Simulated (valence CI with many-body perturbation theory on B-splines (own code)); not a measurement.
**E1 transitions of Ti17+**

Computed by configuration interaction combined with many-body perturbation theory (CI+MBPT): three valence electrons over a frozen Dirac-Fock core [He], radial functions for each j: 11 s, 11 p, 10 d, 8 f, 5 g, 2 h, with the one-electron correlation potential Σ1, the two-electron term Σ2, the three-electron term Σ3, Breit, model QED; selected CI, second order for the rest, scaled by the run's own slope (own B-spline code, finite nucleus).

No measured spectrum was set against this ion. As an estimate, levels of excited configurations hold to 0.05 to 0.15 % of their energy, terms of the ground configuration to about 0.5 %.

Lines 151 to 200 of 572 in falling wavelength, among levels below 1017.2 eV, chosen from the strongest by gf and those to the six lowest levels. Wavelengths and rates use the calculated energies, so an error of 500 cm⁻¹ moves a line at 167.1 Å by 0.084 % and its rate by three times that or more. Electric multipoles are in the length gauge, E1 and E2 with the static RPA response of the core. Weak lines are less certain than strong ones. Lines between different terms over intervals too small for the method are left out, as are lines whose strength nearly cancels. Where a level lies close to another of its J and parity, the split of strength between their lines is uncertain. The highest levels of a list are the least certain.

Names give the largest LS component (configuration and term), which can be under half, so a name can repeat, a term be missing and a line seem to break the LS rules; names also repeat where a configuration has a term twice. Letters in brackets count levels of one name in rising energy.

```tsv
λ vac (Å)	Upper	Lower	A (s⁻¹)	log gf	Branch %
167.1	2s.2p.4p 2S_1/2 [b]	2s2.4p 2P°_3/2	1.96e+10	-0.79	2.2
167.0	2s.2p.3d 2D°_5/2 [b]	2s2.3d 2D_5/2	1.46e+10	-0.44	0.1
166.5	2s.2p.4d 2P°_3/2 [b]	2s2.4d 2D_5/2	1.72e+10	-0.54	0.5
166.5	2s.2p.4d 2P°_1/2 [b]	2s2.4d 2D_3/2	1.92e+10	-0.80	0.6
166.4	2s.2p.3p 2P_3/2 [b]	2s2.3p 2P°_3/2	1.40e+10	-0.63	1.1
166.2	2p3 4S°_3/2	2s.2p2 4P_5/2	1.47e+10	-0.61	45.6
165.7	2s.2p.3p 2D_3/2 [b]	2s2.3p 2P°_1/2	1.16e+10	-0.72	1.4
165.5	2s.2p.3s 2P°_3/2 [b]	2s2.3s 2S_1/2	7.86e+09	-0.89	0.1
161.2	2s.2p.3d 2P°_1/2 [b]	2s2.3d 2D_3/2	1.75e+10	-0.86	0.2
161.0	2s.2p.3d 2P°_3/2 [b]	2s2.3d 2D_5/2	1.71e+10	-0.57	0.2
158.9	2p3 4S°_3/2	2s.2p2 4P_3/2	1.11e+10	-0.77	34.4
153.2	2p3 4S°_3/2	2s.2p2 4P_1/2	6.40e+09	-1.05	19.8
153.1	2p3 2P°_1/2	2s.2p2 2D_3/2	1.80e+10	-0.90	60.9
150.1	2p3 2P°_3/2	2s.2p2 2D_5/2	1.06e+10	-0.84	36.8
148.8	2p3 2P°_3/2	2s.2p2 2D_3/2	3.08e+09	-1.39	10.7
148.3	2s.2p2 2S_1/2	2s2.2p 2P°_1/2	2.52e+10	-0.78	99.3
147.5	2s.2p2 2P_1/2	2s2.2p 2P°_3/2	2.39e+10	-0.81	86.1
144.7	2s.2p2 2P_3/2	2s2.2p 2P°_3/2	3.06e+10	-0.42	85.8
136.2	2s.2p2 2P_1/2	2s2.2p 2P°_1/2	3.85e+09	-1.67	13.9
133.8	2s.2p2 2P_3/2	2s2.2p 2P°_1/2	5.05e+09	-1.27	14.2
59.92	2s.2p.4p 2D_5/2 [a]	2s.2p.3d 2F°_7/2 [a]	4.19e+10	-0.87	2.3
59.20	2s.2p.4f 4F_9/2 [a]	2s.2p.3d 2F°_7/2 [a]	8.31e+10	-0.36	5.5
58.86	2s.2p.4f 2D_5/2 [a]	2s.2p.3d 2P°_3/2 [a]	2.49e+11	-0.11	16.4
58.59	2s.2p.4f 4F_7/2 [a]	2s.2p.3d 2F°_5/2 [a]	1.31e+11	-0.27	8.7
58.09	2s.2p.4f 4F_5/2 [a]	2s.2p.3d 2F°_5/2 [a]	4.42e+10	-0.87	2.9
58.09	2s.2p.4f 4G_7/2	2s.2p.3d 2F°_5/2 [a]	9.92e+10	-0.40	6.5
58.09	2s.2p.4f 4D_3/2	2s.2p.3d 2P°_1/2 [a]	7.79e+10	-0.80	5.1
57.92	2s.2p.4f 2G_7/2	2s.2p.3d 2F°_5/2 [a]	3.83e+11	0.19	25.9
57.89	2s.2p.4f 2D_3/2	2s.2p.3d 2P°_1/2 [a]	8.79e+11	0.25	59.2
57.80	2s.2p.4f 4F_9/2 [b]	2s.2p.3d 2F°_7/2 [a]	2.62e+10	-0.88	1.7
57.70	2s.2p.4f 2F_7/2 [a]	2s.2p.3d 2F°_7/2 [a]	1.57e+11	-0.20	10.4
57.65	2s.2p.4p 2D_5/2 [b]	2s.2p.3d 2F°_7/2 [b]	4.64e+10	-0.86	5.3
57.59	2s.2p.4f 2G_9/2	2s.2p.3d 2F°_7/2 [a]	1.27e+12	0.80	89.3
57.56	2s.2p.4f 4F_5/2 [b]	2s.2p.3d 2P°_3/2 [a]	1.79e+11	-0.27	11.7
57.40	2s.2p.4f 2D_5/2 [b]	2s.2p.3d 2P°_3/2 [a]	6.49e+11	0.28	42.9
57.26	2s.2p.4f 2D_3/2	2s.2p.3d 2P°_3/2 [a]	2.60e+11	-0.29	17.5
56.99	2s.2p.4p 4D_7/2	2s.2p.3d 4F°_9/2	3.87e+10	-0.82	10.4
56.74	2s.2p.4f 4F_7/2 [b]	2s.2p.3d 2F°_5/2 [a]	1.07e+11	-0.38	7.0
56.70	2s.2p.4f 2G_7/2	2s.2p.3d 4P°_5/2 [b]	1.53e+11	-0.23	10.4
56.65	2s.2p.4f 2F_7/2 [a]	2s.2p.3d 2F°_5/2 [a]	5.56e+11	0.33	36.9
56.62	2s.2p.4s 2P°_3/2 [a]	2s.2p.3p 2D_5/2 [a]	1.29e+11	-0.60	15.3
56.56	2s.2p.4f 4G_5/2	2s.2p.3d 2D°_3/2 [a]	1.69e+11	-0.31	11.0
56.52	2s.2p.4f 2D_5/2 [b]	2s.2p.3d 2F°_5/2 [a]	1.40e+11	-0.39	9.3
56.51	2s.2p.4f 4F_9/2 [a]	2s.2p.3d 4D°_7/2	2.28e+11	0.04	15.0
56.32	2s.2p.4s 4P°_5/2	2s.2p.3p 4P_5/2	9.93e+10	-0.55	12.0
56.32	2s.2p.4f 4G_7/2	2s.2p.3d 2D°_5/2 [a]	2.83e+11	0.03	18.6
56.16	2s.2p.4f 2G_7/2	2s.2p.3d 2D°_5/2 [a]	4.08e+11	0.19	27.6
56.06	2s.2p.4f 4F_5/2 [a]	2s.2p.3d 2D°_3/2 [a]	1.16e+11	-0.48	7.6
56.00	2s.2p.4f 4G_5/2	2s.2p.3d 4D°_3/2	1.01e+11	-0.54	6.6
55.91	2s.2p.4f 2F_5/2	2s.2p.3d 2D°_5/2 [b]	6.91e+10	-0.71	4.5
```
